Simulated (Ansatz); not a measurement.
An input meant for Na8Cl8 (started as a model of: 1x4x4 NaCl rock-salt block) (charge 0, singlet).

```yaml
crystal:
  periodic: [false, false, false]
  atoms:
    - {symbol: Na, position_ang: [-0.002020, -3.698623, -3.696288]}
    - {symbol: Cl, position_ang: [-0.392500, -3.961235, -1.220082]}
    - {symbol: Na, position_ang: [0.170679, -3.807976, 1.328195]}
    - {symbol: Cl, position_ang: [-0.267712, -3.813530, 3.812512]}
    - {symbol: Cl, position_ang: [0.379427, -1.220972, -3.958185]}
    - {symbol: Na, position_ang: [-0.012726, -1.279223, -1.277140]}
    - {symbol: Cl, position_ang: [0.966292, -1.204288, 1.196340]}
    - {symbol: Na, position_ang: [0.167147, -1.328592, 3.796668]}
    - {symbol: Na, position_ang: [-0.167054, 1.328871, -3.796773]}
    - {symbol: Cl, position_ang: [-0.967051, 1.204390, -1.196502]}
    - {symbol: Na, position_ang: [0.011632, 1.279281, 1.277017]}
    - {symbol: Cl, position_ang: [-0.379565, 1.220989, 3.958498]}
    - {symbol: Cl, position_ang: [0.268251, 3.813689, -3.812450]}
    - {symbol: Na, position_ang: [-0.170860, 3.807977, -1.328308]}
    - {symbol: Cl, position_ang: [0.392552, 3.960867, 1.220045]}
    - {symbol: Na, position_ang: [0.003527, 3.698354, 3.696465]}
basis:
  gaussian: {orbitals: def2-mTZVPP}
hamiltonian: {xc: {name: SPW92}}
smearing: {width: 0.1}
output: {forces: true}
```

```sh
$ ansatz run in.yaml --threads 4 --pin off --events-out ev --progress --plain --max-ram 6963MiB
```

(1) Predict how Ansatz answers.

Results:

(1) The program refused the input. The input holds a key that doesn't belong there.
```
Error: YAML parse error: error: line 23 column 1: unknown field `smearing`, expected one of crystal, accuracy, basis, kpoints, hamiltonian, magnetization, projection, total_charge, correlation, batch, efield, external_charges, scf, relax, neb, saddle, md, ramp, phonons, dielectric, real_time, elastic, magnetic_configurations, gw, evaluate, workflow, output, checkpoint, execution
21 |   gaussian: {orbitals: def2-mTZVPP}
22 | hamiltonian: {xc: {name: SPW92}}
23 | smearing: {width: 0.1}
24 | output: {forces: true}
```
